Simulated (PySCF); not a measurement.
**Magnetisability: SMILES CC[Se]C#[N+][AlH3-], C$_{3}$H$_{8}$AlNSe**

Geometry (Å), atoms numbered from 1 in this order:
```xyz
14

C    -2.5983   -0.4779    0.1454
C    -1.1450   -0.1301   -0.0857
Se   -0.9586    1.7894   -0.6286
C     0.8132    1.6491   -0.6669
N     1.9498    1.4308   -0.6538
Al    2.9635   -0.2173   -0.2184
H    -3.0279    0.1311    0.9392
H    -2.6694   -1.5232    0.4396
H    -3.1860   -0.3365   -0.7603
H    -0.7033   -0.7153   -0.8929
H    -0.5421   -0.2467    0.8157
H     2.3846   -0.4038    1.2431
H     4.4526    0.1933   -0.4077
H     2.2664   -1.1435   -1.2958
```

Method: PySCF 2.14.0, GIAO B3LYP/pcSseg-1 magnetisability, rotational g tensor and spin-rotation constants, non-relativistic, gas phase. Geometry: GFN2-xTB.

The calculation is non-relativistic, which matters for the atoms heavier than Zn.

(1) How diamagnetic is it, and how anisotropic?

(2) Split it along the inertial axes a, b, c into diamagnetic and paramagnetic parts about the centre of mass, with the quadrupole moment.

(3) And the rotational g tensor?

Answers

(1) Isotropic -1329 × 10⁻³⁰ J/T², or -80.1 × 10⁻⁶ cm³/mol; principal values -1462, -1366, -1161 × 10⁻³⁰ J/T², anisotropy 266 × 10⁻³⁰ J/T² (root of half the summed squared differences of the principal values). The susceptibility is in cgs units.

(2) 
| axis | χ (10⁻⁶ cm³/mol) | diamagnetic (10⁻⁶ cm³/mol) | paramagnetic (10⁻⁶ cm³/mol) | summed x² of all electrons (Å²) | quadrupole Θ (D Å) |
| --- | --- | --- | --- | --- | --- |
| a | -87.9 | -508.8 | 420.9 | 301.9 | -16.28 |
| b | -82.3 | -1364.2 | 1281.9 | 100.2 | +13.38 |
| c | -69.9 | -1706.0 | 1636.1 | 19.7 | +2.89 |

Anisotropies 2χaa − χbb − χcc = -23.6 and 2χbb − χaa − χcc = -6.8 × 10⁻⁶ cm³/mol. Θ is traceless in Buckingham's convention.

(3) 
| axis | rotational constant (GHz) | g | nuclear part | electronic part |
| --- | --- | --- | --- | --- |
| a | 3.0735 | -0.0235 | 0.5842 | -0.6077 |
| b | 0.9226 | -0.0171 | 0.5386 | -0.5556 |
| c | 0.7233 | -0.0155 | 0.5404 | -0.5559 |

Asymmetric top; isotopes 27Al, 12C, 1H, 14N, 80Se; no vibrational averaging.
